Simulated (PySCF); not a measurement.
# ReSe₂⁺, triplet: structure and spectrum

All numbers come from UPBE in PySCF with Re def2-SVP with ECP60, Se def2-SVP; scalar-relativistic core potentials, no spin–orbit coupling; density-fitted integrals.

The structure is a minimum.

```xyz
3
charge 1 multiplicity 3, angstrom
Re    0.0000    0.0000   -0.5841
Se    1.8302    0.0000    0.6835
Se   -1.8302    0.0000    0.6835
```

| Quantity | Value |
| --- | --- |
| Point group | C2v |
| Bond lengths | Re–Se 2.226 Å (×2) |
| Bond angles | Se–Re–Se 110.6° |
| Principal polarisabilities | 49.4, 60.7, 129.8 bohr³ |
| Principal quadrupole moments (Buckingham, traceless) about the centre of mass | -9.37, 0.55, 8.83 D Å |
| Spin squared ⟨S²⟩ | 2.045 |
| Highest occupied level (α) | -11.12 eV |
| Rotational symmetry number | 2 |
| Dipole moment about the centre of mass | 1.36 D |
| Heat capacity Cp at 298.15 K | 54.5 J/(mol K) |
| Zero-point energy | 4.9 kJ/mol |
| Lowest empty level (α) | -10.43 eV |
| Entropy at 298.15 K and 1 bar (electronic part: spin only) | 329.9 J/(mol K) |
| Enthalpy at 298.15 K above 0 K | 13.62 kJ/mol |
| Rotational constants | 0.1218, 0.03149, 0.02502 cm⁻¹ |

Harmonic modes (masses in u: Re 186.956, Se 79.917):
```json
{"symmetry": "a1", "ω (cm⁻¹)": "121", "IR (km/mol)": "0.0", "μ (u)": "91.27", "type": "bend"}
{"symmetry": "a1", "ω (cm⁻¹)": "346", "IR (km/mol)": "0.0", "μ (u)": "92.88", "type": "stretch"}
{"symmetry": "b2", "ω (cm⁻¹)": "359", "IR (km/mol)": "9.1", "μ (u)": "101.12", "type": "stretch"}
```

In C2v the vibrations span 2a1 + b2. Here b1 is antisymmetric to the molecular plane and b2 lies in it.

Charges (e):
| atom | Mulliken | Löwdin | polar tensor | spin (Mulliken) | Mayer order to Re1 |
| --- | --- | --- | --- | --- | --- |
| Re1 | 0.58 | -0.11 | 0.89 | 2.13 | – |
| Se2,3 | 0.21 | 0.56 | 0.05 | -0.06 | 2.29 |
Other Mayer orders above 0.3: Se–Se 0.51.

Mulliken populations on Re1 (electrons outside its core potential): s 2.70, p 6.18, d 5.50, f 0.03.

Formally Re is in oxidation state +5, d2, with 2 unpaired electrons (the high-spin count). The Mulliken spin on Re is 2.13. The polar-tensor charge on Re, 0.89, is far below the formal one.

Only a few start shapes were tried, so a lower isomer may exist. Other spin states or occupations of the open shell can lie lower. No spin–orbit coupling is included, which matters more the heavier the element.

The final relaxation and frequency run took roughly 12 core-minutes on a shared host.
